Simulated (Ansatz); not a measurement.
Reaction (formal exchange of groups at a B–C bond): `CB/C(F)=C\O` + `[SbH3]` → `C[BH][SbH2]` + `O/C=C\F`

Isolated molecules relaxed with PBE0-D4/def2-TZVP in Ansatz; ΔE leaves out vibrations. CCSD(T)/CBS is the MP2 limit (def2-TZVPP, def2-QZVPP) plus CCSD(T) − MP2 in def2-TZVPP, frozen cores. Double bonds are as drawn, so ΔE can hold a change between cis and trans. Elements past krypton have def2 core potentials. For Sb outer-core shells are correlated without core-valence functions, which leaves a few kJ/mol of doubt a bond. Each species was taken in one conformer, which may not be the lowest.

`CB/C(F)=C\O`:

Cartesian coordinates in Å:
```
C 1.855 0.298 -1.018
B 0.613 -0.350 -0.337
C -0.513 0.469 0.283
F -0.441 1.833 0.246
C -1.621 0.009 0.891
O -1.888 -1.297 1.035
H 1.863 1.388 -1.015
H 2.771 -0.063 -0.535
H 1.931 -0.053 -2.054
H 0.502 -1.541 -0.278
H -2.348 0.713 1.291
H -2.724 -1.405 1.493
```

`[SbH3]`:

```xyz
4

Sb   -0.620    0.189    0.316
H    -0.144    0.692   -1.245
H    -0.163   -1.422   -0.018
H     0.927    0.541    0.947
```

`C[BH][SbH2]`:

Z-matrix (Å, degrees):
```
C
B 1 1.551
H 1 1.095 2 112.5
H 1 1.102 2 105.1 3 113.6
H 1 1.091 2 116.5 3 -128.0
Sb 2 2.227 1 123.7 3 135.7
H 2 1.199 1 119.7 3 -40.8
H 6 1.703 2 95.0 1 134.6
H 6 1.705 2 95.1 1 40.1
```

`O/C=C\F`:

```xyz
7

O    -0.185   -0.927   -1.191
C    -0.247    0.243   -0.523
C     0.145    0.438    0.726
F     0.659   -0.589    1.438
H     0.192   -1.596   -0.608
H    -0.660    1.057   -1.103
H     0.096    1.374    1.262
```

| species | MP2/def2-TZVPP energy (Eh) |
| --- | --- |
| `CB/C(F)=C\O` | -317.25406 |
| `[SbH3]` | -241.34878 |
| `C[BH][SbH2]` | -305.94013 |
| `O/C=C\F` | -252.65780 |

(1) Work out ΔE.

Largest T1 diagnostic among the species: 0.014.

Results:

(1) ΔE = (-305.94013) + (-252.65780) − (-317.25406) − (-241.34878) = 0.00491 Eh = +12.9 kJ/mol. CCSD(T)/CBS gives +11.4 kJ/mol.

From PBE to PBE0 (25 % exact exchange), in def2-TZVPP and without D4, ΔE moves by −4.0 kJ/mol. In def2-TZVPP, CCSD(T) changes the Hartree–Fock value by −3.1 kJ/mol (the triples alone add +0.8 kJ/mol) and MP2 by −7.2 kJ/mol.
